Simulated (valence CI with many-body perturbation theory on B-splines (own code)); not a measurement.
# Hf XXXII: what each term of the Hamiltonian does

Computed by valence CI with perturbative core correlation (CI+MBPT): five valence electrons over a frozen Dirac-Fock core [Kr], radial functions for each j: 7 s, 7 p, 8 d, 6 f, 4 g, 1 h, with the one-electron correlation potential Σ1 (screened to all orders), the two-electron term Σ2, the three-electron term Σ3, Breit, model QED; selected single and double excitations, second order for the rest (own B-spline code, finite nucleus).

The last digits are not significant, and no measured levels were compared; by estimate large intervals hold to a few tenths of a per cent, small ones and those within an open d or f shell to about a per cent. Only levels of the ground parity were solved; by the run's estimate the other parity begins above the list, which can be wrong where configurations are misplaced.

Each rung adds one term. CI alone is the Dirac-Coulomb CI over the frozen core; QED comes last and gives the full result, which names the levels. Energies are above (4d3/2^4 4d5/2) J=5/2 on the same rung, in cm⁻¹.

Levels are named by their leading jj configuration (3d3/2^4 stands for four electrons in 3d with j = 3/2), which in mixed levels can hold well under half, so a name can repeat and another be missing. Letters in brackets count levels of one name in rising energy.

```tsv
Level	CI alone
(4d3/2^3 4d5/2^2) J=5/2 [a]	85153
(4d3/2^3 4d5/2^2) J=7/2 [a]	124621
(4d3/2^3 4d5/2^2) J=3/2 [a]	126568
(4d3/2^3 4d5/2^2) J=11/2	134194
(4d3/2^3 4d5/2^2) J=9/2	144845
(4d3/2^3 4d5/2^2) J=5/2 [b]	150614
(4d3/2^3 4d5/2^2) J=1/2	155175
(4d3/2^3 4d5/2^2) J=7/2 [b]	168736
(4d3/2^3 4d5/2^2) J=3/2 [b]	203880
(4d3/2^2 4d5/2^3) J=5/2 [a]	207535
(4d3/2^2 4d5/2^3) J=7/2 [a]	231356
(4d3/2^2 4d5/2^3) J=11/2	238788
(4d3/2^2 4d5/2^3) J=9/2 [a]	243021
(4d3/2^2 4d5/2^3) J=1/2 [a]	247308
(4d3/2^2 4d5/2^3) J=13/2	258542
(4d3/2^2 4d5/2^3) J=3/2 [a]	252062
```

Task: What do these energies become with core correlation, Breit and QED?

Result: (4d3/2^3 4d5/2^2) J=5/2 [a] 85033 (-120); (4d3/2^3 4d5/2^2) J=7/2 [a] 120777 (-3843); (4d3/2^3 4d5/2^2) J=3/2 [a] 124430 (-2138); (4d3/2^3 4d5/2^2) J=11/2 128070 (-6124); (4d3/2^3 4d5/2^2) J=9/2 139150 (-5696); (4d3/2^3 4d5/2^2) J=5/2 [b] 146069 (-4545); (4d3/2^3 4d5/2^2) J=1/2 152228 (-2947); (4d3/2^3 4d5/2^2) J=7/2 [b] 161667 (-7069); (4d3/2^3 4d5/2^2) J=3/2 [b] 200654 (-3227); (4d3/2^2 4d5/2^3) J=5/2 [a] 205688 (-1847); (4d3/2^2 4d5/2^3) J=7/2 [a] 226451 (-4905); (4d3/2^2 4d5/2^3) J=11/2 231504 (-7284); (4d3/2^2 4d5/2^3) J=9/2 [a] 236418 (-6604); (4d3/2^2 4d5/2^3) J=1/2 [a] 243251 (-4057); (4d3/2^2 4d5/2^3) J=13/2 248601 (-9940); (4d3/2^2 4d5/2^3) J=3/2 [a] 250154 (-1908).

Task: How does the ionisation energy move along the ladder, and which term matters most?

Result: CI alone 1240.2, + Σ1 1242.7, + Σ2 1245.9, + Σ3 1246.0, + Breit 1245.7, + QED 1245.7 eV. The largest step is Σ2, 3.2 eV. NIST lists 1245 ± 4 eV (theoretical).
